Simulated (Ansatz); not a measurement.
Program: Ansatz. Geometries: PBE0-D4/def2-TZVP. ΔE: electronic, gas phase. CBS: MP2 limit from def2 TZ/QZ plus the TZ coupled-cluster correction, frozen cores. This one scheme is used for every species. DFT in def2-TZVPP. B3LYP here is the variant with VWN-RPA as its local correlation; programs differ in this. Each species was taken in one conformer, which may not be the lowest.

`Cl[SiH](Cl)[SiH](Cl)Cl` + H₂ → `Cl[SiH2][SiH](Cl)Cl` + HCl  (hydrogenolysis of the Si–Cl bond)

`Cl[SiH](Cl)[SiH](Cl)Cl`:

```xyz
8

Cl    0.739   -0.204    2.545
Si    0.287    0.796    0.818
Cl    1.967    1.654    0.036
Si   -0.524   -0.762   -0.728
Cl    0.979   -2.076   -1.155
Cl   -1.080    0.253   -2.416
H    -0.675    1.870    1.146
H    -1.692   -1.530   -0.246
```

H₂:

```xyz
2

H     0.105    0.357    0.030
H    -0.105   -0.357   -0.030
```

`Cl[SiH2][SiH](Cl)Cl`:

Z-matrix (Å, degrees):
```
Si
Si 1 2.338
Cl 1 2.056 2 108.2
H 1 1.482 2 110.0 3 -119.0
H 1 1.484 2 110.6 3 118.9
Cl 2 2.052 1 107.6 3 -178.5
Cl 2 2.047 1 109.1 3 62.5
H 2 1.480 1 114.7 3 -58.5
```

HCl:

Cartesian coordinates in Å:
```
Cl 0.491 0.224 -0.344
H -0.491 -0.224 0.344
```

CCSD(T)/CBS gives +18.3 kcal/mol.

**Question.** Another level gave +19.1 kcal/mol. Which?
A. ωB97X-V/def2-TZVPP
B. B3LYP/def2-TZVPP
C. r2SCAN/def2-TZVPP
D. CCSD(T)/def2-TZVPP

**Answer.** C. r2SCAN 19.1, B3LYP 15.6, CCSD(T)/def2-TZVPP 16.8, ωB97X-V 17.7 kcal/mol.

Largest T1 diagnostic among the species: 0.010.

The D4 term adds +3.0 kcal/mol with B3LYP and +1.6 kcal/mol with PBE0; it sums over pairs of atoms, weighted by their polarisabilities, and B3LYP, whose exchange is more repulsive, gets the larger term. In def2-TZVPP, CCSD(T) changes the Hartree–Fock value by +3.3 kcal/mol (the triples alone add +1.1 kcal/mol) and MP2 by +6.1 kcal/mol.

CCSD(T)/CBS has its own doubt, a few kJ/mol and more with outer-core shells, so smaller differences from it don't rank the levels.
